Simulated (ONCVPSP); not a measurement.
**Configuration tests for W (ONCV)**

```json
{"Element": "tungsten (W)", "Generator": "ONCVPSP 4.0.1", "Type": "optimised norm-conserving Vanderbilt (ONCV)", "Functional": "LDA (Perdew-Wang 92)", "Relativity": "scalar-relativistic", "Frozen core": "[Kr] 4d10 4f14", "Valence charge": "14", "Reference configuration": "5s2 5p6 5d4 6s1.75 (charge +0.25)", "Partial waves": "5s+6s: rc 2.05 bohr, ncon 4, nbas 7, qcut 5.4 1/bohr, 2 projectors; 5p: rc 1.90 bohr, ncon 4, nbas 9, qcut 6.6 1/bohr, 2 projectors, debl 0.9 Ha; 5d: rc 1.90 bohr, ncon 4, nbas 9, qcut 4.4 1/bohr, 2 projectors, debl 1.7 Ha", "Local potential": "polynomial inside 1.55 bohr (lpopt 2, dvloc0 -1 Ha)", "Core correction": "Teter function fitted to the true core (icmod 2), fcfact 0.65"}
```

In the p channel the program set the typed energies aside and used -1.660, 0.250 Ha.

Energies are relative to the spin-unpolarised reference configuration 5s2 5p6 5d4 6s1.75; without spin polarisation the order of configurations can differ from experiment.

```csv
valence configuration,charge,ΔE all-electron (eV),error AE − PS (meV)
5s2 5p6 5d4 6s2,0,-1.670,+0.5
5s2 5p6 5d4 6s1,+1,7.455,-3.5
```

Q: What are ΔE and the potential's error for 5s2 5p6 5d4 6s0?

A: ΔE = 23.473 eV all-electron; the error (AE − PS) is -15 meV.

Q: What are ΔE and the potential's error for 5s2 5p6 5d4 6s1 6p1?

A: ΔE = 2.901 eV all-electron; the error (AE − PS) is -1.3 meV.

Levels in the configuration 5s2 5p6 5d4 6s2:

| level | all-electron (eV) | pseudo (eV) |
| --- | --- | --- |
| 5s | -79.298 | -79.281 |
| 5p | -43.386 | -43.381 |
| 5d | -4.679 | -4.680 |
| 6s | -5.903 | -5.903 |

Note: no bound ghost flagged; GHOST(+) flagged for d at 93.0 eV.
